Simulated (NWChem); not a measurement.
System: CH₄ClFOSi; SMILES C([Si@@H](F)Cl)O

The following NWChem deck was run.

```
start job
memory heap 200 mb stack 900 mb global 1100 mb
geometry units angstroms noautoz
  O      0.811716     2.252298     0.115005
  C     -0.262746     1.540415    -0.459370
  Si    -0.459714    -0.148718     0.342600
  F     -1.826009    -0.839534    -0.192675
  Cl     1.109722    -1.376125    -0.150091
  H      0.560055     2.524682     1.003632
  H     -0.035001     1.402768    -1.529299
  H     -1.221425     2.097082    -0.424367
  H     -0.535736    -0.054675     1.823124
end
basis spherical
  * library def2-svp
end
dft
  xc xctpssh
  iterations 150
  mulliken
end
task dft energy
```

Excerpt of the output:

```
             Northwest Computational Chemistry Package (NWChem) 7.3.0
             --------------------------------------------------------

 C1  symmetry detected

                             Geometry "geometry" -> ""
                             -------------------------

 Output coordinates in angstroms (scale by  1.889725989 to convert to a.u.)

  No.       Tag          Charge          X              Y              Z
 ---- ---------------- ---------- -------------- -------------- --------------
    1 O                    8.0000     0.79256335     2.25956779     0.08099462
    2 C                    6.0000    -0.27168198     1.52475916    -0.48344386
    3 Si                  14.0000    -0.45408460    -0.14997911     0.35148343
    4 F                    9.0000    -1.81054079    -0.86609071    -0.17550696
    5 Cl                  17.0000     1.13054948    -1.37001515    -0.10987177
    6 H                    1.0000     0.53409655     2.54698556     0.96290742
    7 H                    1.0000    -0.03777445     1.36814980    -1.54942853
    8 H                    1.0000    -1.23640863     2.07164058    -0.46364523
    9 H                    1.0000    -0.53761802    -0.02709188     1.82948737

 Effective nuclear repulsion energy (a.u.)     297.9836137631

                                 NWChem DFT Module
                                 -----------------

 Summary of "ao basis" -> "ao basis" (spherical)
 ------------------------------------------------------------------------------
       Tag                 Description            Shells   Functions and Types
 ---------------- ------------------------------  ------  ---------------------
 O                          def2-svp                 6       14   3s2p1d
 C                          def2-svp                 6       14   3s2p1d
 Si                         def2-svp                 8       18   4s3p1d
 F                          def2-svp                 6       14   3s2p1d
 Cl                         def2-svp                 8       18   4s3p1d
 H                          def2-svp                 3        5   2s1p

            General Information
            -------------------
          SCF calculation type: DFT
          Wavefunction type:  closed shell.
          No. of atoms     :     9
          No. of electrons :    58
           Alpha electrons :    29
            Beta electrons :    29
          Charge           :     0
          Spin multiplicity:     1
          Use of symmetry is: off; symmetry adaption is: off
          Maximum number of iterations: 150
          AO basis - number of functions:    98
                     number of shells:    46
          Convergence on energy requested:  1.00D-06
          Convergence on density requested:  1.00D-05
          Convergence on gradient requested:  5.00D-04

              XC Information
              --------------
                  TPSS hybrid Method XC Functional
                     Hartree-Fock (Exact) Exchange  0.100
                  TPSS metaGGA Exchange Functional  0.900
             TPSS03 metaGGA Correlation Functional  1.000

             Grid Information
             ----------------
          Grid used for XC integration:  medium
          Radial quadrature: Mura-Knowles
          Angular quadrature: Lebedev.
          Tag              B.-S. Rad. Rad. Pts. Rad. Cut. Ang. Pts.
          ---              ---------- --------- --------- ---------
          O                   0.60       49          10.0       434
          C                   0.70       49           9.0       434
          Si                  1.10       88           9.0       590
          F                   0.50       49          11.0       434
          Cl                  1.00       88          11.0       590
          H                   0.35       45          10.0       434
          Grid pruning is: on
          Number of quadrature shells:   503
          Spatial weights used:  Erf1

      Superposition of Atomic Density Guess
      -------------------------------------

 Sum of atomic energies:        -961.66765533

      Non-variational initial energy
      ------------------------------

 Total energy =    -963.283911
 1-e energy   =   -1923.501855
 2-e energy   =     662.234330
 HOMO         =      -0.310421
 LUMO         =       0.054455

     ---------------------------------------------
      Total Density - Mulliken Population Analysis
     ---------------------------------------------

    Atom       Charge   Shell Charges
 -----------   ------   -------------------------------------------------------
    1 O    8     8.60   1.99  1.10  0.65  3.00  1.85  0.01
    2 C    6     6.08   1.99  0.94  0.26  1.87  0.97  0.05
    3 Si  14    12.76   2.00  1.99  0.93  0.15  5.93  0.89  0.61  0.26
    4 F    9     9.58   1.99  1.15  0.78  3.52  2.14  0.00
    5 Cl  17    17.40   2.00  1.99  1.22  0.72  5.94  2.16  3.36  0.01
    6 H    1     0.67   0.54  0.07  0.06
    7 H    1     0.91   0.68  0.20  0.02
    8 H    1     0.91   0.68  0.20  0.02
    9 H    1     1.10   0.70  0.39  0.01

   convergence    iter        energy       DeltaE   RMS-Dens  Diis-err
 ---------------- ----- ----------------- --------- --------- ---------
 d= 0,ls=0.0,diis     1   -964.8990446501 -1.26D+03  1.67D-02  8.10D-01
 d= 0,ls=0.0,diis     2   -964.8176088809  8.14D-02  9.31D-03  1.86D+00
 d= 0,ls=0.0,diis     3   -964.9945868850 -1.77D-01  1.35D-03  2.90D-02
 d= 0,ls=0.0,diis     4   -964.9963353309 -1.75D-03  7.21D-04  5.52D-03
 d= 0,ls=0.0,diis     5   -964.9969364959 -6.01D-04  1.66D-04  5.11D-04
  Resetting Diis
 d= 0,ls=0.0,diis     6   -964.9969852967 -4.88D-05  4.74D-05  3.58D-05
 d= 0,ls=0.0,diis     7   -964.9969890016 -3.70D-06  2.30D-05  1.55D-06
 d= 0,ls=0.0,diis     8   -964.9969888710  1.31D-07  1.28D-05  2.77D-06
 d= 0,ls=0.0,diis     9   -964.9969891788 -3.08D-07  1.66D-06  4.10D-08

         Total DFT energy =     -964.996989178786
      One electron energy =    -1926.389659736550
           Coulomb energy =      738.682086719063
    Exchange-Corr. energy =      -75.273029924435
 Nuclear repulsion energy =      297.983613763135

 Numeric. integr. density =       58.000004589005

                       DFT Final Molecular Orbital Analysis
                       ------------------------------------

 Vector   27  Occ=2.000000D+00  E=-3.199839D-01
              MO Center=  9.5D-01, -1.3D+00, -8.2D-02, r^2= 1.6D+00
   Bfn.  Coefficient  Atom+Function         Bfn.  Coefficient  Atom+Function
  ----- ------------  ---------------      ----- ------------  ---------------
    72      0.424434  5 Cl py                71      0.387313  5 Cl px
    69      0.317642  5 Cl py                68      0.287195  5 Cl px
    73      0.225867  5 Cl pz                66      0.185083  5 Cl py
    70      0.169269  5 Cl pz                65      0.167526  5 Cl px
    50     -0.132074  4 F  px                67      0.098602  5 Cl pz

 Vector   28  Occ=2.000000D+00  E=-3.153929D-01
              MO Center=  7.8D-01, -5.3D-01,  9.1D-02, r^2= 3.5D+00
   Bfn.  Coefficient  Atom+Function         Bfn.  Coefficient  Atom+Function
  ----- ------------  ---------------      ----- ------------  ---------------
    73      0.492534  5 Cl pz                70      0.369083  5 Cl pz
    67      0.214739  5 Cl pz                72     -0.190438  5 Cl py
     4      0.185835  1 O  px                95     -0.177465  9 H  s
    94     -0.171836  9 H  s                  5     -0.155861  1 O  py
    69     -0.137713  5 Cl py                 7      0.121251  1 O  px

 Vector   29  Occ=2.000000D+00  E=-2.536681D-01
              MO Center=  3.0D-01,  1.6D+00, -1.6D-02, r^2= 2.5D+00
   Bfn.  Coefficient  Atom+Function         Bfn.  Coefficient  Atom+Function
  ----- ------------  ---------------      ----- ------------  ---------------
     5      0.444555  1 O  py                 8      0.360436  1 O  py
    31      0.227302  3 Si s                 19     -0.226119  2 C  py
    17      0.215915  2 C  s                  6     -0.212036  1 O  pz
    89     -0.170057  8 H  s                 37      0.159471  3 Si py
     9     -0.158115  1 O  pz                 4     -0.143609  1 O  px

 Vector   30  Occ=0.000000D+00  E= 3.116099D-03
              MO Center= -1.1D-01,  6.7D-01,  4.8D-01, r^2= 4.3D+00
   Bfn.  Coefficient  Atom+Function         Bfn.  Coefficient  Atom+Function
  ----- ------------  ---------------      ----- ------------  ---------------
    39      0.583276  3 Si px                 3     -0.513690  1 O  s
    80      0.513484  6 H  s                 40      0.478908  3 Si py
    49      0.326630  4 F  s                 17     -0.297657  2 C  s
    22      0.233858  2 C  py                21      0.215298  2 C  px
    36      0.206492  3 Si px                72     -0.186383  5 Cl py

 Vector   31  Occ=0.000000D+00  E= 2.971246D-02
              MO Center= -1.9D-01, -7.7D-02,  4.2D-01, r^2= 3.9D+00
   Bfn.  Coefficient  Atom+Function         Bfn.  Coefficient  Atom+Function
  ----- ------------  ---------------      ----- ------------  ---------------
    39      0.743064  3 Si px                40     -0.635281  3 Si py
    64     -0.565298  5 Cl s                 31      0.489267  3 Si s
    71      0.448284  5 Cl px                85     -0.399874  7 H  s
    17      0.394725  2 C  s                 72     -0.341307  5 Cl py
    32      0.310178  3 Si s                 80     -0.272987  6 H  s

[...]
```

Level: TPSSh/def2-SVP. Coordinates come from a PBE0/def2-SVP optimisation.
